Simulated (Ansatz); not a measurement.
```tsv
atom	x (Å)	y (Å)	z (Å)
H	0.0000	0.0000	-1.0500
C	0.0000	0.0000	0.0000
C	0.0000	0.0000	1.4640
```

Basis set: 6-31G (spherical functions). Charge 0, multiplicity 2.

Computed with Ansatz (development build ahead of 0.2.0); each method stands on the lowest determinant of its kind that the runs found.

Q: Give the atomization energy at this shape (free ground-state atoms in the same class of orbitals less the molecule, no zero-point energy) of doublet C2H by PBE (unrestricted), PBE0 (unrestricted), UHF.

A:

| method | atomization energy |
| --- | --- |
| PBE (unrestricted) | 10.64 eV |
| PBE0 (unrestricted) | 9.94 eV |
| UHF | 6.31 eV |

Caution for UHF: the unrestricted determinant is a mixture of spin states.

This basis has no polarisation functions and is too small for such energies, which can lie far from measured ones in either direction.
